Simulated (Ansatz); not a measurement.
Species: C$_{3}$H$_{10}$Cl$_{2}$Si$_{2}$, net charge 0, singlet state. 
Geometry from a B3LYP-D3(BJ)/def2-TZVP (Ansatz, a quantum-chemistry and plane-wave program) optimisation:
```xyz
17

C     -1.2887    -1.2102    -2.1504
Si    -1.2752    -0.2846    -0.5162
C     -1.6452    -1.4377     0.9166
C     -2.4714     1.1632    -0.5456
Si     0.8850     0.5513    -0.1607
Cl     2.2224    -1.0372    -0.0907
Cl     0.9362     1.5393     1.6664
H     -0.5566    -2.0197    -2.1480
H     -1.0576    -0.5487    -2.9876
H     -2.2739    -1.6474    -2.3321
H     -0.9269    -2.2585     0.9547
H     -2.6452    -1.8666     0.8143
H     -1.6004    -0.9065     1.8689
H     -3.4969     0.8071    -0.6725
H     -2.2518     1.8478    -1.3672
H     -2.4247     1.7290     0.3866
H      1.4331     1.5016    -1.1528
```
Charge 0, spin multiplicity 1.

Basis-set convergence of Hartree-Fock and MP2 correlation energies (hartree) with Ansatz. Valence correlation only, unless marked. Spin-orbit coupling is left out. No relativistic terms.

```csv
basis,functions,E(HF),"E(corr, MP2)"
aug-cc-pV(D+d)Z,287,-1616.47532,-0.96132
aug-cc-pV(T+d)Z,588,?,?
```

Problem. Complete the blanks.

Solution. 
- aug-cc-pV(T+d)Z, E(HF): -1616.55953
- aug-cc-pV(T+d)Z, E(corr, MP2): -1.17822
